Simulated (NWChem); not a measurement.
System: C₃H₈N anion

NWChem input:

```
start job
memory heap 200 mb stack 900 mb global 1100 mb
charge -1
geometry units angstroms noautoz
  C      0.447682     1.585849     0.144424
  C     -0.636065     0.532058    -0.248918
  N     -0.580218    -0.721010     0.392512
  C      0.470963    -1.534726    -0.089744
  H      0.312119     2.537535    -0.409565
  H      0.390895     1.791253     1.226593
  H      1.459987     1.209132    -0.074720
  H     -1.619777     1.014679    -0.050923
  H     -0.566924     0.455252    -1.387246
  H      1.535155    -1.214285     0.145453
  H      0.483473    -1.646739    -1.225358
  H      0.395110    -2.564828     0.314912
end
basis spherical
  * library 6-31+g*
end
dft
  xc revpbe cpbe96
  iterations 150
  mulliken
end
task dft energy
```

Geometry: optimised at B3LYP/def2-SVPD. No frequency run checked for a minimum. The highest occupied level is positive, so the extra electron may be held by the finite basis.

Task: Give the results of this calculation. (revPBE/6-31+G* (spherical d).) Quantities: energy (Ha); highest occupied level (eV); orbital gap (eV).

Result: 
| Item | Value |
|---|---|
| energy (Ha) | -173.79 |
| highest occupied level (eV) | 2.16 |
| orbital gap (eV) | 1.52 |
